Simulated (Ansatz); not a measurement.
The cluster CaO2H2 was relaxed with PBE0-D4 (def2-TZVP) in Ansatz in these states: charge +1 doublet, neutral singlet. The geometries follow in no particular order.

A:

| atom | x (Å) | y (Å) | z (Å) |
| --- | --- | --- | --- |
| Ca1 | -0.1738 | -0.0911 | 0.1091 |
| O2 | 0.7795 | -1.9012 | -0.3195 |
| O3 | -0.7997 | 1.8906 | 0.3322 |
| H4 | -1.0547 | 2.8162 | 0.4144 |
| H5 | 1.2486 | -2.7145 | -0.5361 |

B:

```
atom   x (Å)   y (Å)   z (Å)
 Ca1   0.108  -0.108  -0.144
  O2  -0.723   1.191  -1.459
  O3   0.739  -1.207   1.437
  H4   1.011  -1.697   2.208
  H5  -1.135   1.822  -2.042
```

**Question.** Judge from the bond lengths which geometry belongs to which state (an estimate).

**Answer.** A is the charge +1 doublet (Ca1–O2 2.090 Å, Ca1–O3 2.090 Å, O3–H4 0.964 Å); B is the neutral singlet (Ca1–O2 2.027 Å, Ca1–O3 2.027 Å, O3–H4 0.952 Å).

These are the stationary points nearest to one start from a short search; other shapes may lie lower in each state.
